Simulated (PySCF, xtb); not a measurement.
C₂H₈BFN₂, SMILES C[C@H](F)B(N)N.

GFN2-xTB (xtb) at its own geometry gives an orbital gap of 6.58 eV and a dipole moment of 3.31 D.

Coordinates come from a r2SCAN-D4/def2-SVP optimisation. The structure was generated by enumeration; whether it is a known compound was not checked. Other conformers were not sampled.

Question: What does PBE0/def2-TZVP (PySCF) give? (An estimate is asked for; the answer gives what the named calculation found.)

Answer: gap 7.78 eV (levels -6.99 and 0.79 eV), dipole 2.49 D.
